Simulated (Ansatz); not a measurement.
# Abstraction of F: GeF4 + C2H2F → GeF3 + C2H2F2

Species: GeF4 (tetrafluorogermane) `[F][Ge]([F])([F])[F]`, singlet; C2H2F `C=[C]F`, doublet; GeF3 `[F][Ge]([F])[F]`, doublet; C2H2F2 (vinylidene fluoride) `C=C(F)F`, singlet. A radical takes F: the energy is the difference in strength between the Ge–F bond broken and the C–F bond made.

Shapes, held fixed at every level: PBE0-D4/def2-TZVP. Programs: Ansatz 0.2.0. The zero-point and thermal change to 298 K, harmonic and unscaled (PBE0-D4/def2-TZVP), is +5.1 kJ/mol.

```json
{"level": "HF/def2-TZVPP", "kind": "Hartree–Fock", "ΔH(298 K) (kJ/mol)": "+36.9"}
{"level": "SPW92/def2-TZVPP", "kind": "LDA", "ΔH(298 K) (kJ/mol)": "-54.5"}
{"level": "PBE-D4/def2-TZVPP", "kind": "GGA", "ΔH(298 K) (kJ/mol)": "-35.7"}
{"level": "B3LYP-D4/def2-TZVPP", "kind": "global hybrid", "ΔH(298 K) (kJ/mol)": "-21.0"}
{"level": "BHLYP-D4/def2-TZVPP", "kind": "global hybrid", "ΔH(298 K) (kJ/mol)": "-4.1"}
{"level": "PBE0-D4/def2-TZVPP", "kind": "global hybrid", "ΔH(298 K) (kJ/mol)": "-21.5"}
{"level": "B2PLYP/def2-TZVPP", "kind": "double hybrid", "ΔH(298 K) (kJ/mol)": "-8.8"}
```

B2PLYP/def2-TZVPP gives ΔH(298 K) = -8.8 kJ/mol; the levels span -54.5 to +36.9. They disagree on the sign: 1 of 7 are positive. The median of the levels is -21.0. No measured value is set beside it here. Spin contamination: C2H2F (⟨S²⟩ up to 0.93). Open shells run unrestricted. Relativity is left out for Ge. Outer-core shells of Ge are correlated, in sets that cover them unevenly.
